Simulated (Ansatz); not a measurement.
Computed with Ansatz on PBE0-D4/def2-TZVP structures; ΔE is electronic, products minus reactants. CCSD(T)/CBS adds triple-zeta CCSD(T) − MP2 to the extrapolated MP2 energy (def2 sets, frozen cores). This one scheme is used for every species. Functionals use def2-TZVPP. def2 core potentials past Kr. For Sn outer-core shells are correlated without core-valence functions, which leaves a few kJ/mol of doubt a bond. Each species was taken in one conformer, which may not be the lowest.

Reaction (formal exchange of groups at the Sn–Cl bond): `[SiH3][SnH2][Cl]` + `CCl` → `[SiH3][SnH2][CH2]Cl` + HCl

| level | ΔE (eV) |
| --- | --- |
| PBE0-D4 | 1.24 |
| PBE | 1.24 |
| HF/def2-TZVPP | 1.52 |
| CCSD/def2-TZVPP | 1.18 |
| CCSD(T)/def2-TZVPP | 1.14 |
| HF/def2-QZVPP | 1.54 |
| MP2/def2-QZVPP | 1.17 |
| MP2/CBS(def2) | 1.19 |

Problem. What does CCSD(T)/CBS give? (Best estimate.)

Solution. Computed: +1.19 eV. The listed levels differ from it by 0.05, 0.05, 0.33, -0.01, -0.05, 0.35, -0.02, 0.00 eV.

Largest T1 diagnostic among the species: 0.012.

The D4 term adds −0.07 eV with B3LYP and −0.04 eV with PBE0; it sums over pairs of atoms, weighted by their polarisabilities, and B3LYP, whose exchange is more repulsive, gets the larger term. From PBE to PBE0 (25 % exact exchange), in def2-TZVPP and without D4, ΔE moves by +0.04 eV. In def2-TZVPP, CCSD(T) changes the Hartree–Fock value by −0.39 eV (the triples alone add −0.04 eV) and MP2 by −0.39 eV.

B3LYP here is the variant with VWN-RPA as its local correlation; programs differ in this.
